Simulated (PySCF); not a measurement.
**Working out the electron affinity of Bi**

Bi⁻ [Xe] 4f14 5d10 6s2 6p4 (3P) → Bi [Xe] 4f14 5d10 6s2 6p3 (4S). Computed with PySCF 2.14 in aug-cc-pVTZ-PP with one added diffuse shell each of d, f type with ECP60MDF (6s5p5d3f, 67 functions), with a scalar-relativistic core potential. Frozen: 5s2 5p6 5d10. Energies in hartree (1 hartree = 27.21139 eV):

```csv
part,Bi⁻ (lower),Bi (upper)
UHF,-213.587233,-213.594299
CCSD correlation,-0.089968,-0.061006
(T),-0.003759,-0.001782
```

Q: What does Hartree-Fock give?

A: (-213.594299) − (-213.587233) = -0.007066 hartree = -0.192 eV.

Q: What do CCSD and CCSD(T) give?

A: The CCSD correlation energies differ by 0.028962 hartree = 0.788 eV and the triples by 0.001977 hartree = 0.054 eV, so CCSD gives 0.596 eV and CCSD(T) 0.650 eV.

Reference: 0.942 eV (measured; photodetachment measurements, as compiled on the Wikipedia data page of electron affinities), between the lowest levels; spin-orbit coupling is absent from the calculation.

What remains against the reference includes basis incompleteness, the frozen core and higher excitations.
